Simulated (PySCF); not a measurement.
## Shapes and spin states of TcO₂

Level of theory: PBE0 in PySCF with Tc def2-TZVP with ECP28, O def2-TZVP; scalar-relativistic core potentials, no spin–orbit coupling; density-fitted integrals.

Relaxations began from a few typed shapes and spin states; open shells are unrestricted. The search is not exhaustive: other isomers or separated fragments can lie lower, and high-lying points may rest on an excited occupation.

**Question.** Order these stationary points by electronic energy, lowest first, in kJ/mol from the lowest minimum.
A. quartet D∞h: Tc–O 1.720 Å (×2); O–Tc–O 180.0°
B. doublet (⟨S²⟩ 1.35) C2v: Tc–O 1.674 Å (×2); O–Tc–O 132.4°
C. quartet C2v: Tc–O 1.674 Å (×2); O–Tc–O 129.4°
D. broken-symmetry Ms = 1/2 (⟨S²⟩ 1.69) C2v: O–O 1.398 Å, Tc–O 1.870 Å (×2); O–O–Tc 68.1° (×2), O–Tc–O 43.9°
E. quartet C2v: O–O 1.411 Å, Tc–O 1.882 Å (×2); O–O–Tc 68.0° (×2), O–Tc–O 44.0°
F. doublet C2v: Tc–O 1.678 Å (×2); O–Tc–O 138.2°
G. doublet D∞h: Tc–O 1.705 Å (×2); O–Tc–O 180.0°

**Answer.** C (0.0), B (25.1), F (39.1), G (74.8), A (77.9), E (386.0), D (435.4).

**Question.** Which of them are minima?

**Answer.** By energy in kJ/mol, 0.0: minimum; 25.1: minimum; 39.1: minimum; 74.8: saddle point, 2 imaginary modes; 77.9: saddle point, 2 imaginary modes; 386.0: minimum; 435.4: minimum.

Formally Tc is in oxidation state +4, d3, with 3 unpaired electrons (the high-spin count). The Mulliken spin on Tc is 2.86. The polar-tensor charge on Tc, 1.38, is far below the formal one.

For the lowest minimum: other spin states or occupations of the open shell can lie lower.

The electron or spin density has lower symmetry than the nuclear frame for the doublet (⟨S²⟩ 1.35) C2v at 25.1 kJ/mol, broken-symmetry Ms = 1/2 (⟨S²⟩ 1.69) C2v at 435.4 kJ/mol.
